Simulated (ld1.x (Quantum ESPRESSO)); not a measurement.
## Rh, TM: configuration errors across variants

| Item | Value |
| --- | --- |
| Element | rhodium (Rh) |
| Generator | ld1.x (Quantum ESPRESSO) 7.5 |
| Type | norm-conserving Troullier–Martins (Kleinman–Bylander form) |
| Functional | PBE |
| Relativity | non-relativistic |
| Frozen core | [Ar] 3d10 |
| Valence charge | 17 |
| Reference configuration | 4s2 4p6 4d8 5s1 5p0 |
| Partial waves | 4s (bound): rc 1.60 bohr; 4d (bound): rc 1.55 bohr; 4p (bound): rc 1.00 bohr |
| Local potential | the p channel |
| Core correction | none |

Occupied shells without a wave of their own: 5s. They enter only through the test configuration that unscreens the potential.

All-electron excitation energies from the reference (eV): (1) 4s2 4p6 4d8 5s0 5p0 6.967; (2) 4s2 4p6 4d7 5s0 5p0 26.749; (3) 4s2 4p6 4d6 5s0 5p0 59.668; (4) 4s2 4p6 4d9 5s0 5p0 -1.525; (5) 4s2 4p6 4d8 5s0.5 5p0 2.704; (6) 4s2 4p6 4d8.5 5s0.5 5p0 -0.967; (7) 4s2 4p6 4d7 5s2 5p0 3.335.

For the base: The 5s level has no wave, so the channel is fitted at the deeper level alone: the likely source of the large errors.

On the changes marked as counting shells twice: ld1.x takes every shell without a wave as core, so the model core holds the marked electrons as well and exchange and correlation see them twice. This cancels in the reference configuration, but the file is broken for other ones, and its errors say nothing about a proper core correction.

5 further variants failed, have other tests or another functional or relativity, and are left out.

The file “base” misses its own reference levels by 0.4 eV. The file “local potential the s channel” misses its own reference levels by 1.1 eV. The file “core correction a·sin(br)/r model core inside 0.90 bohr (5s counted twice)” misses its own reference levels by 0.4 eV. The file “wave 4d (bound): rc 1.55 bohr becomes 4d (bound): rc 1.78 bohr” misses its own reference levels by 0.4 eV. The file “wave 4s (bound): rc 1.60 bohr becomes 4s (bound): rc 1.90 bohr” misses its own reference levels by 0.8 eV.

Errors AE − PS in meV (a dash: test not solved or not reliable):

| change | (1) | (2) | (3) | (4) | (5) | (6) | (7) | bound ghosts |
| --- | --- | --- | --- | --- | --- | --- | --- | --- |
| base | -543 | -859 | -1223 | -297 | -233 | -171 | +520 | none |
| local potential the s channel | -1438 | -2199 | -3027 | -825 | -623 | -468 | +1357 | none |
| core correction a·sin(br)/r model core inside 0.90 bohr (5s counted twice) | -619 | -1037 | -1514 | -307 | -253 | -174 | +505 | none |
| wave 4d (bound): rc 1.55 bohr becomes 4d (bound): rc 1.78 bohr | -543 | -860 | -1224 | -297 | -233 | -171 | +520 | none |
| wave 4s (bound): rc 1.60 bohr becomes 4s (bound): rc 1.90 bohr | -1051 | -1641 | -2321 | -594 | -453 | -337 | +988 | none |

Problem. Give the same row for: all radii scaled by about 1.10 (s 1.76, p 1.10, d 1.70 bohr).

Solution. -809, -1272, -1804, -450, -348, -257, +767; bound ghosts: none.
